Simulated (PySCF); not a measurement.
Vertical excitations of a molecule C3H3ClF2 from TDA-PBE/def2-SVPD (PySCF), as energy in eV (oscillator strength): 5.85 (0.000), 5.96 (0.015), 7.14 (0.011), 7.24 (0.009), 7.35 (0.028), 7.44 (0.015), 7.52 (0.010), 7.59 (0.000), 7.71 (0.003), 7.79 (0.005). Lowest triplet (TDA): 5.32 eV. The structure is a stationary point at PBE0-D3(BJ)/def2-SVP. One conformer was computed; it need not be the lowest.

Q: Pick the molecule that these values belong to.
A. F[C@@H]1C[C@@]1(F)Cl
B. FC(F)/C=C/Cl
C. C=C(Cl)C(F)F
D. F[C@@H]1[C@H](F)[C@H]1Cl

A: D, F[C@@H]1[C@H](F)[C@H]1Cl
